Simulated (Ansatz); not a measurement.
Geometry optimisation, RHF/def2-SVP in Ansatz 0.2.0.

Input:

```yaml
crystal:
  periodic: [false, false, false]
  atoms:
    - { symbol: Hf, position_ang: [-0.479614, 0.146453, -0.56961] }
    - { symbol: Cl, position_ang: [0.275467, -1.018856, 2.882906] }
    - { symbol: "N", position_ang: [1.550263, 0.215062, -0.387939] }
    - { symbol: H, position_ang: [2.084128, -0.136169, 0.391399] }
    - { symbol: H, position_ang: [2.18413, 0.636069, -1.048498] }
    - { symbol: F, position_ang: [-0.913932, 1.300417, -2.051127] }
    - { symbol: "N", position_ang: [-1.060641, -1.767591, -0.990758] }
    - { symbol: H, position_ang: [-2.014593, -2.093977, -1.033613] }
    - { symbol: H, position_ang: [-0.452869, -2.543597, -1.196008] }
    - { symbol: F, position_ang: [-1.488128, 0.772735, 1.001522] }
    - { symbol: H, position_ang: [-0.730513, -0.170545, 2.741126] }
basis:
  gaussian: { orbitals: def2-SVP }
hamiltonian:
  xc: hf
relax:
  f_tol: 0.03
  max_steps: 50
output:
  orbitals: {}
```

Run as:

```bash
$ ansatz run input.yaml --threads 2 --pin off --max-ram 3072MiB --backend cpu --events-out ev --progress --plain --runs-dir out
```

Problem. Where does it end, and by what steps?

Solution. The forces met the threshold. The force dipped under the threshold on the way, but the program's further checks kept it going. After 8 steps the energy has fallen by 0.044 eV; Cl2 moved furthest, 0.24 Å.

```
step  energy less start (eV)  largest force component (eV/Å)  accepted
   0                  0.0000                           1.062       yes
   1                 -0.0115                           0.854       yes
   2                 -0.0295                           0.529       yes
   3                 -0.0358                           0.449       yes
   4                 -0.0411                           0.178       yes
   5                 -0.0427                           0.074       yes
   6                 -0.0431                           0.025       yes
   7                 -0.0435                           0.033       yes
   8                 -0.0436                           0.025       yes
```

```xyz
11
Properties=species:S:1:pos:R:3
Hf -0.495 0.153 -0.621
Cl 0.289 -0.949 3.112
N 1.530 0.199 -0.403
H 2.030 -0.133 0.406
H 2.195 0.594 -1.046
F -0.980 1.336 -2.066
N -1.063 -1.761 -1.058
H -2.011 -2.082 -1.163
H -0.452 -2.548 -1.190
F -1.424 0.704 1.006
H -0.664 -0.172 2.762
```

Whether the end is a true minimum wasn't checked by a vibrational analysis.

Run time: 28 s on 2 threads of Arm Neoverse V1, on a shared host, peak memory 0.31 GiB.
